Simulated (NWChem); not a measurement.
System: C$_{2}$H$_{5}$BO$_{3}$; SMILES C1OCB(O1)O

```xyz
11

O      0.1392    -2.1703     0.0247
B      0.0598    -0.8134     0.0220
C      1.2391     0.2459    -0.0581
O      0.5423     1.4572     0.3035
C     -0.8033     1.2767    -0.0406
O     -1.1272    -0.1143     0.0796
H     -0.7442    -2.5820     0.0638
H      1.6848     0.3187    -1.0831
H      2.0760     0.0928     0.6525
H     -1.4362     1.8747     0.6497
H     -1.0145     1.5833    -1.0989
```
Atoms are numbered in this order, from 1.

Level: PBE-D3(BJ)/def2-SVP (NWChem), optimised geometry, unscaled harmonic frequencies. 

List the harmonic frequencies with IR intensities, and the thermochemistry.


```json
[
 {"frequency (cm⁻¹)": "162", "IR intensity (km/mol)": "1.9"},
 {"frequency (cm⁻¹)": "211", "IR intensity (km/mol)": "8.7"},
 {"frequency (cm⁻¹)": "346", "IR intensity (km/mol)": "9.9"},
 {"frequency (cm⁻¹)": "419", "IR intensity (km/mol)": "5.7"},
 {"frequency (cm⁻¹)": "556", "IR intensity (km/mol)": "21.2"},
 {"frequency (cm⁻¹)": "581", "IR intensity (km/mol)": "105.0"},
 {"frequency (cm⁻¹)": "705", "IR intensity (km/mol)": "0.3"},
 {"frequency (cm⁻¹)": "787", "IR intensity (km/mol)": "7.2"},
 {"frequency (cm⁻¹)": "861", "IR intensity (km/mol)": "5.4"},
 {"frequency (cm⁻¹)": "926", "IR intensity (km/mol)": "218.2"},
 {"frequency (cm⁻¹)": "939", "IR intensity (km/mol)": "34.4"},
 {"frequency (cm⁻¹)": "1005", "IR intensity (km/mol)": "37.8"},
 {"frequency (cm⁻¹)": "1088", "IR intensity (km/mol)": "26.2"},
 {"frequency (cm⁻¹)": "1121", "IR intensity (km/mol)": "4.5"},
 {"frequency (cm⁻¹)": "1161", "IR intensity (km/mol)": "4.6"},
 {"frequency (cm⁻¹)": "1192", "IR intensity (km/mol)": "7.1"},
 {"frequency (cm⁻¹)": "1214", "IR intensity (km/mol)": "55.0"},
 {"frequency (cm⁻¹)": "1283", "IR intensity (km/mol)": "209.4"},
 {"frequency (cm⁻¹)": "1383", "IR intensity (km/mol)": "43.6"},
 {"frequency (cm⁻¹)": "1405", "IR intensity (km/mol)": "43.5"},
 {"frequency (cm⁻¹)": "1462", "IR intensity (km/mol)": "113.8"},
 {"frequency (cm⁻¹)": "1487", "IR intensity (km/mol)": "206.6"},
 {"frequency (cm⁻¹)": "2869", "IR intensity (km/mol)": "119.3"},
 {"frequency (cm⁻¹)": "2900", "IR intensity (km/mol)": "47.9"},
 {"frequency (cm⁻¹)": "3011", "IR intensity (km/mol)": "50.0"},
 {"frequency (cm⁻¹)": "3042", "IR intensity (km/mol)": "10.8"},
 {"frequency (cm⁻¹)": "3725", "IR intensity (km/mol)": "63.6"}
]
```

The zero-point energy comes out as 51.2 kcal/mol and the thermal correction to the enthalpy at 298.15 K (with zero-point energy) is 55.3 kcal/mol. The heat capacity Cv is 19.9 cal/(mol K). The entropy at 298.15 K and 1 atm (symmetry number 1) is 74.4 cal/(mol K) and the dipole moment comes out as 1.32 D.

Rigid rotor and harmonic oscillator.
